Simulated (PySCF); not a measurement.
**Name the molecule from its bond curve**

A diatomic of charge 0 contains Sr. Its singlet curve at PBE0 in a triple-zeta basis (spin-free X2C with a Gaussian nucleus, PySCF), in eV from the separated fragments:

```
R (Å)  E (eV)
2.082  -2.391
2.179  -3.069
2.276  -3.447
2.348  -3.582
2.421  -3.619
2.494  -3.581
2.591  -3.444
2.712  -3.179
2.857  -2.783
3.050  -2.214
```

The fit gives ωe = 409 cm⁻¹ and the rotational constant Bₑ = 0.1230 cm⁻¹.

Task: Which atom is the partner?

Result: The minimum lies at 2.418 Å, so the reduced mass is 16.8576 u Å² cm⁻¹/(Bₑ·Re²) = 23.44 u. With Sr at 87.91 u the partner weighs about 32.0 u: S. The molecule is SrS.
